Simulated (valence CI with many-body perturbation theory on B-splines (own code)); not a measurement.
# Valence orbitals of F⁺

Method: relativistic CI+MBPT: six valence electrons over a frozen Dirac-Fock core [He], radial functions for each j: 9 s, 9 p, 8 d, 6 f, 3 g, 1 h, with the one-electron correlation potential Σ1 (screened to all orders), the two-electron term Σ2, the three-electron term Σ3, Breit, model QED; selected single and double excitations, second order for the rest, scaled by the run's own slope (own B-spline code, finite nucleus).

Set against measurement, 23 paired levels are off by 214 cm⁻¹ on average, the worst by 468. These come from a selection out of the NIST Handbook of Basic Atomic Spectroscopic Data. Levels without a partner in it may be off by more. Among the levels kept, up to 2300 cm⁻¹ of a level comes from second order outside the variational space, and about a tenth of that is noise between levels of different J, which matters for small intervals.

These are the spectroscopic orbitals of the CI (the correlating ones are not listed), shaped by the core and the other valence electrons. h is the expectation value of the core's Dirac-Fock operator, without the valence repulsion; Σ1 is computed up to l = 3 at one energy for each symmetry, that of its lowest orbital but kept below the first core excitation, so for empty shells it is not the orbital's own correlation shift; Breit and QED include the response of the core.

```
Orbital  h (hartree)  Σ1 (cm⁻¹)  Breit (cm⁻¹)  QED (cm⁻¹)  ⟨r⟩ (bohr)
  2s1/2      -6.5435       -748          80.7        41.3      0.9594
  3s1/2      -2.2695      -77.8           9.5         4.9       3.242
  4s1/2      -1.0921      -21.3           2.6         1.4       7.166
  5s1/2     -0.64397       -8.9           1.1         0.6       12.56
  2p1/2      -5.8607      -1224           112        -4.1      0.9730
  3p1/2       -1.917       -111          11.4        -0.4       3.851
  4p1/2     -0.96289      -35.6           3.7        -0.1       8.274
  5p1/2     -0.58256      -16.0           1.7        -0.1       14.17
  2p3/2      -5.8548      -1216          49.2        -2.5      0.9745
  3p3/2       -1.916       -110           5.0        -0.2       3.854
  4p3/2      -0.9625      -35.4           1.6        -0.1       8.278
  5p3/2     -0.58238      -16.0           0.7         0.0       14.17
  3d3/2      -1.4166       -2.9           0.0         0.0       4.970
  4d3/2     -0.79287       -1.5           0.0         0.0       10.09
  5d3/2     -0.50359       -0.8           0.0         0.0       16.72
  3d5/2      -1.4166       -2.9           0.0         0.0       4.970
  4d5/2     -0.79287       -1.5           0.0         0.0       10.09
  5d5/2     -0.50359       -0.8           0.0         0.0       16.72
  4f5/2     -0.75085       -0.1           0.0         0.0       8.992
  5f5/2     -0.48081       -0.1           0.0         0.0       15.73
  4f7/2     -0.75085       -0.1           0.0         0.0       8.992
  5f7/2      -0.4808       -0.1           0.0         0.0       15.73
  5g7/2     -0.48004                      0.0         0.0       13.75
  5g9/2     -0.48004                      0.0         0.0       13.75
```

Among the shells of the start configuration 2s2 2p4, Σ1 is largest in size for 2p1/2, where it is 0.095 % of h.

Lowest root of each symmetry, sizes in configuration state functions:

```json
{"J": "0", "Parity": "even", "Roots": "5", "Reference": "16", "Variational": "149601", "Second order": "2034025", "Change by selected CI (cm⁻¹)": "-41524", "Change by second order (cm⁻¹)": "-223"}
{"J": "1", "Parity": "even", "Roots": "7", "Reference": "38", "Variational": "108456", "Second order": "5955707", "Change by selected CI (cm⁻¹)": "-41028", "Change by second order (cm⁻¹)": "-752"}
{"J": "2", "Parity": "even", "Roots": "8", "Reference": "47", "Variational": "102814", "Second order": "9693935", "Change by selected CI (cm⁻¹)": "-40934", "Change by second order (cm⁻¹)": "-839"}
{"J": "3", "Parity": "even", "Roots": "5", "Reference": "35", "Variational": "104381", "Second order": "15861756", "Change by selected CI (cm⁻¹)": "-47965", "Change by second order (cm⁻¹)": "-884"}
{"J": "4", "Parity": "even", "Roots": "2", "Reference": "21", "Variational": "108048", "Second order": "17817165", "Change by selected CI (cm⁻¹)": "-47738", "Change by second order (cm⁻¹)": "-1106"}
{"J": "0", "Parity": "odd", "Roots": "4", "Reference": "16", "Variational": "155103", "Second order": "2586311", "Change by selected CI (cm⁻¹)": "-50008", "Change by second order (cm⁻¹)": "-471"}
{"J": "1", "Parity": "odd", "Roots": "10", "Reference": "42", "Variational": "118267", "Second order": "7296614", "Change by selected CI (cm⁻¹)": "-49192", "Change by second order (cm⁻¹)": "-1148"}
{"J": "2", "Parity": "odd", "Roots": "9", "Reference": "48", "Variational": "111462", "Second order": "10757497", "Change by selected CI (cm⁻¹)": "-48766", "Change by second order (cm⁻¹)": "-1583"}
{"J": "3", "Parity": "odd", "Roots": "4", "Reference": "39", "Variational": "111946", "Second order": "13006517", "Change by selected CI (cm⁻¹)": "-48339", "Change by second order (cm⁻¹)": "-1235"}
{"J": "4", "Parity": "odd", "Roots": "2", "Reference": "25", "Variational": "121531", "Second order": "13850233", "Change by selected CI (cm⁻¹)": "-49608", "Change by second order (cm⁻¹)": "-1034"}
```
